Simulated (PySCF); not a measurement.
Sn(OH)3(NH2) (H5NO3Sn), SMILES [OH][Sn]([NH2])([OH])[OH]. The structure is a stationary point at PBE-D3(BJ)/def2-SVP. The structure was generated by enumeration; whether it is a known compound was not checked. The def2 effective core potentials stand for the cores of Sn; spin–orbit coupling is left out. One conformer was computed; it need not be the lowest.

### Question
Give the equilibrium geometry at PBE-D3(BJ)/def2-SVP (PySCF confirms it by a frequency run) as a Z-matrix. (The exact figures need the calculation; the answer reports its results.)

### Answer
This is not unique; one that fits is 
```
Sn
O 1 2.0024
H 2 0.9773 1 109.13
O 1 2.0052 2 111.86 3 -55.50
H 4 0.9789 1 107.00 2 122.18
O 1 2.0064 2 112.07 3 57.80
H 6 0.9778 1 108.21 2 85.42
N 1 2.0512 2 103.65 3 179.02
H 8 1.0305 1 108.90 2 133.68
H 8 1.0312 9 106.32 1 116.08
```
